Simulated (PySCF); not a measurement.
**Basis-set dependence of the ionisation energy of Eu**

Eu [Xe] 4f7 6s2 (8S) → Eu⁺ [Xe] 4f7 6s1 (9S). Calculated with PySCF 2.14 from differences of total energies of unrestricted determinants, without spin-orbit coupling. Values in eV.

```csv
basis,Hamiltonian,functions,UHF,PBE,PBE0,MP2 (valence)
cc-pVDZ-X2C,spin-free X2C,84,4.635,5.666,5.552,5.531
ANO-RCC-VTZP,spin-free X2C,104,4.631,5.602,5.503,5.524
cc-pwCVTZ-X2C,spin-free X2C,186,4.631,n/a,n/a,n/a
```

Problem. Estimate the row for x2c-TZVPPall (spin-free X2C, 113 functions).

Solution. From the rows with the same Hamiltonian and similar size; the calculation gives UHF 4.63; PBE 5.58; PBE0 5.49; MP2 (valence) 5.53 (eV).

Frozen in the all-electron rows: valence: [Kr] 4d10.

Reference for a calculation without spin-orbit coupling: 5.670 eV (measured, between term centres; NIST).
